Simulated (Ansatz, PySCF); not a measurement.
Spin gap between two states, R1 and P1; the higher of the two is an excited state, each structure at its B3LYP-D3(BJ)/def2-TZVP stationary point, reached from a drawn start (curvature not checked).
R1, S2 (SMILES S=S) (charge 0, multiplicity 3):
```
atom   x (Å)   y (Å)    z (Å)
----  ------  ------  -------
S     0.0000  0.0000  -0.9518
S     0.0000  0.0000   0.9518
```
P1, S2 (SMILES S=S) (charge 0, multiplicity 1):
```xyz
2

S      0.00000     0.00000    -0.95276
S      0.00000     0.00000     0.95276
```

P less R. No zero-point or thermal terms; singlets are restricted closed shells; open shells are unrestricted; no spin–orbit coupling.

Correlated levels freeze the cores. CBS(a, b) extrapolates the correlation energy as X⁻³ and adds the Hartree–Fock energy of set b.

The values were computed with Ansatz (Gaussian basis) for Hartree–Fock, density functionals and correlated methods; PySCF for the D3/D4 terms. Each number belongs to the level named beside it.

The comparison value is 0.733 eV (CCSD(T)/CBS(cc-pV(T+d)Z, cc-pV(Q+d)Z)). It is a level with limits of its own, not the exact answer.

Order these levels by how close they come to the comparison value for the spin gap, closest first: HF/cc-pV(D+d)Z, BHLYP-D3(BJ)/def2-TZVPP, revPBE-D3(BJ)/def2-TZVPP, CCSD/cc-pV(D+d)Z, PBE/def2-TZVPP. Give each level's value less the comparison value.

CCSD/cc-pV(D+d)Z (0.133 eV), PBE/def2-TZVPP (0.254 eV), revPBE-D3(BJ)/def2-TZVPP (0.262 eV), BHLYP-D3(BJ)/def2-TZVPP (0.368 eV), HF/cc-pV(D+d)Z (0.724 eV)

Ansatz is a first-principles code.
